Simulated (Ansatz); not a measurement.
`OB(F)[SiH2][SiH3]` + H–F → `F[SiH2][SiH3]` + `OBF`  (cleavage of the Si–B bond)

Program: Ansatz. Geometries: PBE0-D4/def2-TZVP. ΔE: electronic, gas phase. CCSD(T)/CBS is the MP2 limit (def2-TZVPP, def2-QZVPP) plus CCSD(T) − MP2 in def2-TZVPP, frozen cores. This one scheme is used for every species. DFT in def2-TZVPP. One conformer a species, not always the lowest.

`OB(F)[SiH2][SiH3]`:

Z-matrix (Å, degrees):
```
Si
Si 1 2.342
B 1 2.028 2 109.1
H 1 1.488 2 109.1 3 -121.3
H 1 1.489 2 108.6 3 120.1
H 2 1.488 1 110.1 3 60.5
H 2 1.488 1 111.0 3 -179.2
H 2 1.488 1 110.0 3 -58.9
F 3 1.338 1 120.2 2 82.3
O 3 1.348 1 120.9 2 -95.6
H 10 0.965 3 113.4 1 177.8
```

H–F:

Z-matrix (Å, degrees):
```
F
H 1 0.920
```

`F[SiH2][SiH3]`:

Z-matrix (Å, degrees):
```
Si
Si 1 2.343
F 1 1.607 2 109.8
H 1 1.486 2 111.3 3 -119.2
H 1 1.486 2 111.3 3 119.2
H 2 1.489 1 108.2 3 179.8
H 2 1.487 1 110.7 3 60.5
H 2 1.487 1 110.7 3 -60.8
```

`OBF`:

Z-matrix (Å, degrees):
```
B
O 1 1.344
F 1 1.332 2 120.3
H 1 1.192 2 120.1 3 -180.0
H 2 0.963 1 113.4 3 -0.0
```

```
          level  ΔE (kcal/mol)
      r2SCAN-D4          -32.5
        PBE0-D4          -29.3
           PBE0          -30.4
  HF/def2-TZVPP          -40.8
CCSD/def2-TZVPP          -33.5
 MP2/def2-QZVPP          -33.8
  MP2/CBS(def2)          -33.6
 CCSD/CBS(def2)          -33.7
```

Problem. What does CCSD(T)/CBS give? (Best estimate.)

Solution. The calculation gave: -32.5 kcal/mol. The listed levels differ from it by 0.0, 3.2, 2.1, -8.3, -1.0, -1.3, -1.1, -1.2 kcal/mol.

Largest T1 diagnostic among the species: 0.014.

The D4 term adds +1.9 kcal/mol with B3LYP and +1.1 kcal/mol with PBE0; it sums over pairs of atoms, weighted by their polarisabilities, and B3LYP, whose exchange is more repulsive, gets the larger term. In def2-TZVPP, CCSD(T) changes the Hartree–Fock value by +8.6 kcal/mol (the triples alone add +1.2 kcal/mol) and MP2 by +7.4 kcal/mol.

B3LYP here is the variant with VWN-RPA as its local correlation; programs differ in this.
